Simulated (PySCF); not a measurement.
Rigid-rotor lines calculated for a species of formula C2H11OPSi2 (commonest isotopes; PBE0/pcSseg-1 in PySCF (dipole) on a GFN2-xTB geometry, gas phase), labelled J(Ka,Kc):

```
     transition     MHz
1(1,0) ← 0(0,0)  3012.7
2(0,2) ← 1(0,1)  3922.6
1(0,1) ← 0(0,0)  2034.9
2(1,1) ← 1(1,0)  4469.6
2(1,2) ← 1(1,1)  3670.0
```

Q: Find the rotational constants.

A: 1(0,1) ← 0(0,0) is B + C, 2(1,1) ← 1(1,0) is 3B + C and 2(1,2) ← 1(1,1) is B + 3C, so B − C is half the difference of the last two, 399.8 MHz. 1(1,0) ← 0(0,0) is A + B. A = 1795.3, B = 1217.3, C = 817.6 MHz.

Q: What moments of inertia, asymmetry and inertial defect follow?

A: I = 505379 MHz·u·Å² over each constant: Ia = 281.50, Ib = 415.15, Ic = 618.16 u·Å²; κ = (2B − A − C)/(A − C) = -0.182 (asymmetric top); Δ = Ic − Ia − Ib = -78.49 u·Å².

Q: Which dipole components do these lines need?

A: μa and μc (a-type: ΔKa even, ΔKc odd; c-type: ΔKa odd, ΔKc even). The calculation gives |μa| = 0.39 D, |μb| = 0.05 D, |μc| = 0.11 D.

Q: Predict further lines from these constants: 1(1,0) ← 1(1,1); 2(2,1) ← 1(1,1); 3(0,3) ← 2(0,2); 3(2,2) ← 2(2,1); 3(2,1) ← 2(1,1); 2(1,2) ← 2(0,2); 3(2,1) ← 2(2,0); 2(1,1) ← 2(1,2); 3(2,2) ← 2(1,2).

A: 
| transition | MHz | type | branch |
| --- | --- | --- | --- |
| 2(1,2) ← 2(0,2) | 325 | c | Q |
| 1(1,0) ← 1(1,1) | 400 | a | Q |
| 2(1,1) ← 2(1,2) | 1199 | a | Q |
| 3(0,3) ← 2(0,2) | 5613 | a | R |
| 3(2,2) ← 2(2,1) | 6105 | a | R |
| 3(2,1) ← 2(2,0) | 6597 | a | R |
| 2(2,1) ← 1(1,1) | 6603 | c | R |
| 3(2,1) ← 2(1,1) | 8478 | c | R |
| 3(2,2) ← 2(1,2) | 9038 | c | R |

Q: Which structure gave them?

A: `CCO[Si@H]([SiH3])P`, point group C1. Three constants can't fix a structure by themselves; this is the one that was computed:
```
atom  x, y, z in Å
C1     2.568   -0.917   -0.103
C2     1.745    0.184    0.547
O3     0.421   -0.244    0.712
Si4   -0.941    0.639    0.650
Si5   -2.529   -1.021    0.397
P6    -0.688    2.172   -0.992
H7     2.161   -1.157   -1.082
H8     3.598   -0.591   -0.216
H9     2.540   -1.812    0.514
H10    2.155    0.437    1.531
H11    1.762    1.089   -0.076
H12   -1.039    1.500    1.850
H13   -2.529   -1.642   -0.934
H14   -2.408   -2.108    1.369
H15   -3.864   -0.438    0.568
H16   -0.967    1.303   -2.033
H17   -1.992    2.618   -0.941
```

The values belong to one conformer (point group C1) with, in the numbering `[CH3:1][CH2:2][O:3][Si@H:4]([SiH3:5])[PH2:6]`, C1–C2–O3–Si4 -147°, C2–O3–Si4–Si5 164°, O3–Si4–P6–H 79° and 172°. Not checked by GFN2-xTB frequencies. Zero-point vibration and centrifugal distortion are left out. A rigid rotor knows nothing of internal rotation, which can split or shift real lines.
